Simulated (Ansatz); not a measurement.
Two isomers of CH6GeO2Si: A = `[OH][GeH]1[CH2][SiH2][O]1`, B = `[OH][GeH]1[CH2]O[SiH2]1`.

Isolated molecules relaxed with PBE0-D4/def2-TZVP in Ansatz; ΔE leaves out vibrations. CCSD(T)/CBS is the MP2 limit (def2-TZVPP, def2-QZVPP) plus CCSD(T) − MP2 in def2-TZVPP, frozen cores. DFT in def2-TZVPP. B3LYP here is the variant with VWN-RPA as its local correlation; programs differ in this. For Ge outer-core shells are correlated without core-valence functions, which leaves a few kJ/mol of doubt a bond. Scalar relativity is left out up to krypton. One conformer a species, not always the lowest.

Question: Which is lower in electronic energy at CCSD(T)/CBS, and by how much? (Estimate.)

Answer: The calculation gave: A, by 42.1 kcal/mol.

Question: Give E(B) − E(A) in kcal/mol with PBE-D4, CCSD(T)/def2-TZVPP, B3LYP-D4, r2SCAN-D4, MP2/def2-TZVPP, ωB97M-V, PBE0-D4. (Best estimate.)

Answer: Ansatz gave: PBE-D4 36.0, CCSD(T)/def2-TZVPP 42.4, B3LYP-D4 38.2, r2SCAN-D4 40.6, MP2/def2-TZVPP 45.3, ωB97M-V 41.3, PBE0-D4 38.4. None reverses the order clearly.

Largest T1 diagnostic: 0.013.

From PBE to PBE0 (25 % exact exchange), in def2-TZVPP and without D4, E(B) − E(A) moves by +2.4 kcal/mol.
